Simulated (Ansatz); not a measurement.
`C[O][W](=[NH])(=[NH])[O]C` + `CC(=N)O` → `C[O][W](=[NH])(=[NH])[OH]` + `COC(C)=N`  (formal exchange of groups at a W–O bond)

Program: Ansatz. Geometries: PBE0-D4/def2-TZVP. ΔE: electronic, gas phase. CCSD(T)/CBS is the MP2 limit (def2-TZVPP, def2-QZVPP) plus CCSD(T) − MP2 in def2-TZVPP, frozen cores. DFT in def2-TZVPP. Elements past krypton have def2 core potentials. For W outer-core shells are correlated without core-valence functions, which leaves a few kJ/mol of doubt a bond. Each species was taken in one conformer, which may not be the lowest.

Is it downhill or uphill in electronic energy at CCSD(T)/CBS, and by how much? (Best estimate.)

Computed: Downhill: ΔE = -0.05 eV.

What do these levels give: ωB97X-V, ωB97M-V, PBE, PBE0, SCS-MP2/def2-TZVPP, HF/def2-QZVPP? (Estimate.)

The calculation gave: ωB97X-V -0.05, ωB97M-V -0.06, PBE -0.02, PBE0 -0.03, SCS-MP2/def2-TZVPP -0.03, HF/def2-QZVPP -0.02 eV.

Largest T1 diagnostic among the species: 0.020.
